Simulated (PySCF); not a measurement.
C4H9FSi, SMILES [SiH2](CC)/C=C\F.

The structure is a stationary point at PBE0-D3(BJ)/def2-SVP. The structure was generated by enumeration; whether it is a known compound was not checked. One conformer was computed; it need not be the lowest.

Two levels are set side by side: TDDFT-PBE/def2-SVPD (PySCF) and TDDFT-CAM-B3LYP/def2-SVPD (PySCF). Vertical, same geometry. The lowest singlet is HOMO−1→LUMO 100 % with PBE and HOMO→LUMO 98 % with the other functional; states are paired by order. Differences are taken from unrounded values.

```
quantity                               TDDFT-CAM-B3LYP
-------------------------------------  ---------------
lowest singlet excitation (eV)                    6.95
lowest triplet excitation (TDA) (eV)              4.16
first bright state (f over 0.05) (eV)             6.95
its oscillator strength                           0.36
```

Q: What does TDDFT-PBE give, and how far is it from TDDFT-CAM-B3LYP? (Estimate from the structure and the level; the computed values follow.)

A: 
```json
[
 {"quantity": "lowest singlet excitation (eV)", "TDDFT-PBE": "5.84", "TDDFT-PBE minus TDDFT-CAM-B3LYP": "-1.11"},
 {"quantity": "lowest triplet excitation (TDA) (eV)", "TDDFT-PBE": "4.24", "TDDFT-PBE minus TDDFT-CAM-B3LYP": "0.07"},
 {"quantity": "first bright state (f over 0.05) (eV)", "TDDFT-PBE": "6.36", "TDDFT-PBE minus TDDFT-CAM-B3LYP": "-0.58"},
 {"quantity": "its oscillator strength", "TDDFT-PBE": "0.17", "TDDFT-PBE minus TDDFT-CAM-B3LYP": "-0.19"}
]
```

A lower first singlet is the usual sign of a functional without exact exchange. Differences between two approximate levels are no errors against the true value.

Rough cost on one machine, each run with all the roots and properties that it gave: TDDFT-CAM-B3LYP against TDDFT-PBE about 7 times.
